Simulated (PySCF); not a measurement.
Sn(F)(Cl)(Me)2 (C2H6ClFSn), SMILES [CH3][Sn]([CH3])([F])[Cl].

Coordinates come from a B3LYP-D3(BJ)/def2-SVP optimisation. The structure was generated by enumeration; whether it is a known compound was not checked. The def2 effective core potentials stand for the cores of Sn; spin–orbit coupling is left out.

Computed with PySCF with TDDFT-B3LYP/def2-SVPD.

Vertical excitations. The molecule is in vacuum.

Computed excitation energies, oscillator strengths and character:
```csv
state,energy (eV),λ (nm),f,main pairs
S1,6.04,205,0.097,HOMO→LUMO 83 %
S2,6.19,200,0.022,HOMO−1→LUMO 96 %
S3,6.78,183,0.016,HOMO→LUMO+1 82 %
S4,6.92,179,0.120,HOMO−2→LUMO 75 %
S5,7.10,175,0.095,HOMO→LUMO+2 88 %
S6,7.14,174,0.095,"HOMO−3→LUMO 60 %, HOMO−1→LUMO+1 30 %"
S7,7.46,166,0.089,"HOMO−1→LUMO+1 61 %, HOMO−3→LUMO 19 %"
S8,7.58,163,0.022,HOMO−1→LUMO+2 81 %
S9,7.60,163,0.001,HOMO−2→LUMO+1 82 %
S10,7.87,158,0.066,"HOMO−3→LUMO+1 49 %, HOMO−3→LUMO+2 21 %, HOMO−5→LUMO 13 %"
T1,5.27,235,0,HOMO→LUMO 93 %
T2,5.78,214,0,HOMO−1→LUMO 93 %
T3,6.09,204,0,HOMO−2→LUMO 83 %
T4,6.30,197,0,HOMO−3→LUMO 93 %
```
Triplets are in the Tamm–Dancoff approximation, which puts them higher than full response would, so one can lie above its singlet here.
